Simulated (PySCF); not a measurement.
# Multinuclear NMR of C$_{5}$H$_{12}$OSi

Numbering as in the mapped SMILES `[CH3:1][CH2:2]/[CH:3]=[CH:4]/[CH2:5][O:6][SiH3:7]`. Each H is labelled by its parent atom.

PySCF calculation with NMR shieldings at PBE0/pcSseg-1/GIAO and geometry: GFN2-xTB; single conformer, equivalent nuclei averaged, relativity neglected, no solvent.

Task: What are the 29Si shifts?

Result: 
```
atoms               environment  σ (ppm)  δ (ppm)
  Si7  silicon bonded to O, 3 H    388.2    -39.1
```

Shieldings were converted by a linear fit to measured shifts: 29Si: δ = 279.94 − 0.822σ (rms 8.9 ppm, 72 shifts, 25.8 ppm with the 6 outliers that the fit left out vs TMS, solution or neat liquid). Occasional misses reach two or three times the rms, and more in compound classes unlike the fitted ones.

On a 300 MHz spectrometer 29Si resonates near 59.6 MHz, so 1 ppm is 59.6 Hz.

Task: Where does 17O resonate?

Result: 
```csv
atoms,environment,σ (ppm),δ (ppm)
O6,"oxygen bonded to C, Si",318.4,-23.4
```

Shieldings were converted by a linear fit to measured shifts: 17O (scatter 10.7 ppm rms, 12.2 ppm with the 3 outliers that the fit left out vs liquid water, solution or neat liquid). A few per cent of atoms miss by over 2 rms, more outside the fitted compound classes.

On a 500 MHz spectrometer 17O resonates near 67.8 MHz, so 1 ppm is 67.8 Hz.
